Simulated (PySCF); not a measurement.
# Nuclear quadrupole coupling in bis(acetamide)dichloroaluminium cation [AlCl2L2]+

Species: bis(acetamide)dichloroaluminium cation [AlCl2L2]+, C4H10AlCl2N2O2 (charge +1).
Structure used (PBE0-D3(BJ)/def2-SVP), in Å, numbered top down from 1:
```
atom  x, y, z in Å
C1    -3.111    0.309   -1.771
C2    -2.535    0.018   -0.435
N3    -3.276    0.100    0.646
O4    -1.312   -0.315   -0.374
Al5   -0.102   -0.953    0.807
Cl6   -0.916   -0.733    2.745
Cl7    0.518   -2.881    0.200
O8     1.300    0.164    0.577
C9     2.547    0.132    0.338
C10    3.291    1.416    0.355
N11    3.168   -0.996    0.087
H12   -3.014   -0.594   -2.394
H13   -2.509    1.095   -2.250
H14   -4.162    0.618   -1.730
H15   -4.254    0.360    0.590
H16   -2.866   -0.104    1.562
H17    2.802    2.114   -0.342
H18    3.204    1.854    1.361
H19    4.348    1.304    0.090
H20    4.164   -1.013   -0.103
H21    2.642   -1.875    0.065
```

Field gradients from the PBE0/pcSseg-1 density (PySCF, non-relativistic), principal values in atomic units, ordered |Vxx| ≤ |Vyy| ≤ |Vzz|:

| atom | Vxx | Vyy | Vzz |
| --- | --- | --- | --- |
| N3 | 0.2203 | 0.3951 | -0.6153 |
| O4 | -0.1908 | -1.2318 | 1.4226 |
| Al5 | 0.0836 | 0.1332 | -0.2168 |
| Cl6 | -0.5335 | -0.8828 | 1.4163 |
| Cl7 | -0.5252 | -0.8796 | 1.4047 |
| O8 | -0.1961 | -1.2310 | 1.4271 |
| N11 | 0.2172 | 0.3954 | -0.6126 |

Task: Find the asymmetry η = (Vxx − Vyy)/Vzz and the couplings χ = eQV/h (234.96 MHz × Q in barn × V in au), with Q(14N) = 0.02044 b, Q(17O) = −0.0256 b, Q(27Al) = 0.1466 b, Q(35Cl) = −0.0817 b.

Result: 
| atom | environment | nucleus | η | χzz (MHz) | χxx (MHz) | χyy (MHz) |
| --- | --- | --- | --- | --- | --- | --- |
| N3 | nitrogen bonded to C and 2 H | 14N | 0.28 | -2.955 | 1.058 | 1.898 |
| O4 | oxygen bonded to Al and C | 17O | 0.73 | -8.56 | 1.15 | 7.41 |
| Al5 | aluminium bonded to 2 Cl and 2 O | 27Al | 0.23 | -7.47 | 2.88 | 4.59 |
| Cl6 | chlorine bonded to Al | 35Cl | 0.25 | -27.19 | 10.24 | 16.95 |
| Cl7 | chlorine bonded to Al | 35Cl | 0.25 | -26.97 | 10.08 | 16.88 |
| O8 | oxygen bonded to Al and C | 17O | 0.73 | -8.58 | 1.18 | 7.40 |
| N11 | nitrogen bonded to C and 2 H | 14N | 0.29 | -2.942 | 1.043 | 1.899 |

Task: What is Vzz at Cl7 in SI units (1 au = 9.71736 × 10²¹ V/m²)?

Result: 1.4047 au = 13.650 × 10²¹ V/m².

Were the hydrogens deuterons (Q(2H) = 0.00286 b), χzz would run from 190 kHz (H12 and H18) to 256 kHz (H15 and H20).

The structure is a single PBE0-D3(BJ)/def2-SVP conformer in the gas phase; no vibrational or solvent corrections. With a basis this small, the couplings can be 20 % off.

These values come from a run that also computed NMR shieldings. Hardware: an Arm Neoverse V1 with one thread, shared host with 32 logical CPUs at a one-minute load of 17. Cost: 83 s of wall time, 1.6 GiB resident at most.
